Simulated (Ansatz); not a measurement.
A relaxation, step by step

Si₄H₁₁ClO, singlet, PBE0-D4/def2-TZVP (Ansatz 0.2.0). Settings:

```yaml
hamiltonian: {xc: pbe0, dispersion: d4}
relax: {f_tol: 0.005, max_steps: 200}
```

Start, a step off a saddle point along its unstable mode:

Si1  (-0.479, -0.149, -0.203)
Si2  (2.207, -0.693, -0.019)
Si3  (-0.795, 1.476, -1.817)
Si4  (-1.424, -0.323, 1.901)
O5  (-0.418, -1.624, -1.000)
H6  (1.088, 0.268, 0.308)
Cl7  (0.358, 2.095, 1.064)
H8  (1.954, -2.001, 0.666)
H9  (3.286, 0.068, 0.598)
H10  (2.368, -0.868, -1.506)
H11  (-1.763, 2.442, -1.255)
H12  (0.495, 2.100, -2.178)
H13  (-1.379, 0.827, -3.026)
H14  (-0.379, -0.398, 2.942)
H15  (-2.208, -1.604, 1.935)
H16  (-2.350, 0.814, 2.076)
H17  (-0.560, -2.431, -0.485)
(Å)

```csv
step,energy less the last (meV),largest force component (eV/Å)
1,1953.8,1.277
7,835.6,0.848
13,59.5,0.272
19,25.3,0.045
25,23.2,0.038
31 (rejected trial),21.6,0.100
37,17.1,0.081
43 (rejected trial),11.2,0.097
49,7.5,0.008
55,7.4,0.014
61,7.2,0.021
67,6.5,0.025
73,4.9,0.063
79,2.3,0.015
85,0.8,0.027
91,0.0,0.006
93,0.0,0.005
```

Step 7, positions (Å) and forces (eV/Å):

| atom | x | y | z | Fx | Fy | Fz |
| --- | --- | --- | --- | --- | --- | --- |
| Si1 | -0.662 | 0.320 | 0.056 | -0.430 | -0.715 | -0.319 |
| Si2 | 2.710 | -0.903 | -0.174 | 0.266 | -0.088 | -0.017 |
| Si3 | -1.067 | 1.543 | -1.905 | -0.037 | -0.013 | 0.124 |
| Si4 | -1.920 | -0.331 | 1.939 | 0.047 | 0.093 | -0.136 |
| O5 | -0.119 | -1.172 | -0.580 | -0.165 | 0.848 | 0.585 |
| H6 | 1.816 | 0.187 | 0.223 | 0.181 | 0.154 | 0.075 |
| Cl7 | 0.251 | 1.940 | 1.108 | 0.197 | -0.267 | -0.063 |
| H8 | 2.309 | -2.163 | 0.505 | 0.052 | 0.013 | 0.002 |
| H9 | 4.071 | -0.508 | 0.280 | 0.070 | -0.123 | -0.067 |
| H10 | 2.677 | -1.067 | -1.645 | 0.057 | -0.036 | -0.025 |
| H11 | -2.005 | 2.639 | -1.558 | -0.079 | 0.024 | -0.044 |
| H12 | 0.225 | 2.157 | -2.320 | -0.011 | -0.090 | 0.041 |
| H13 | -1.602 | 0.712 | -3.013 | -0.057 | -0.001 | -0.001 |
| H14 | -0.914 | -0.482 | 3.031 | -0.020 | -0.024 | -0.086 |
| H15 | -2.589 | -1.646 | 1.743 | -0.093 | -0.004 | -0.006 |
| H16 | -2.886 | 0.718 | 2.336 | -0.116 | 0.007 | 0.002 |
| H17 | -0.295 | -1.943 | -0.026 | 0.138 | 0.223 | -0.066 |

Last step (93):

```xyz
17
angstrom
Si -0.6905 0.2958 0.6865
Si 3.0591 -0.7369 -0.8777
Si -0.7118 1.1841 -1.4797
Si -2.8026 -0.2093 1.5760
O 0.2971 -1.0244 0.6682
H 2.8205 0.5150 -0.1184
Cl 0.0996 1.7405 1.9534
H 3.1544 -1.8897 0.0522
H 4.3438 -0.6128 -1.6172
H 1.9658 -0.9586 -1.8562
H -1.7615 2.2373 -1.5186
H 0.6027 1.7863 -1.8161
H -1.0534 0.1245 -2.4648
H -2.6342 -0.8224 2.9226
H -3.5199 -1.1717 0.6964
H -3.6072 1.0341 1.6987
H 0.4381 -1.4919 1.4946
```

Time: 2.1 min of wall clock on 4 CPU threads of an AMD EPYC 7R13 and a share of one NVIDIA H100; the host was shared. Peak host memory: 0.97 GiB.
